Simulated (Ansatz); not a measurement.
Species: C9H9NSi, SMILES `[SiH3]c1cnc2ccccc2c1` (charge 0, multiplicity 1).

Task: Give a relaxed geometry from Ansatz (a program for electronic structure) with PBE-D3(BJ)/def2-SVP.

Result: the end point of this relaxation (outside a Z-matrix the atoms follow the SMILES, hydrogens last).
Bonded distances (Å): Si1–C2 1.887, Si1–H12 1.505, Si1–H13 1.504, Si1–H14 1.505, C2–C3 1.436, C2–C11 1.393, C3–N4 1.321, C3–H15 1.107, N4–C5 1.368, C5–C6 1.425, C5–C10 1.442, C6–C7 1.387, C6–H16 1.100, C7–C8 1.422, C7–H17 1.101, C8–C9 1.387, C8–H18 1.100, C9–C10 1.425, C9–H19 1.102, C10–C11 1.423, C11–H20 1.103. Bond angles (°): C2–Si1–H12 110.8, C2–Si1–H13 108.7, C2–Si1–H14 110.8, H12–Si1–H13 109.3, H12–Si1–H14 107.8, H13–Si1–H14 109.3, Si1–C2–C3 121.1, Si1–C2–C11 122.1, C3–C2–C11 116.8, C2–C3–N4 125.1, C2–C3–H15 119.2, N4–C3–H15 115.7, C3–N4–C5 118.1, N4–C5–C6 118.8, N4–C5–C10 122.3, C6–C5–C10 118.9, C5–C6–C7 120.4, C5–C6–H16 117.4, C7–C6–H16 122.2, C6–C7–C8 120.6, C6–C7–H17 119.9, C8–C7–H17 119.4, C7–C8–C9 120.3, C7–C8–H18 119.6, C9–C8–H18 120.0, C8–C9–C10 120.4, C8–C9–H19 120.7, C10–C9–H19 118.9, C5–C10–C9 119.4, C5–C10–C11 117.4, C9–C10–C11 123.3, C2–C11–C10 120.4, C2–C11–H20 121.0, C10–C11–H20 118.6.
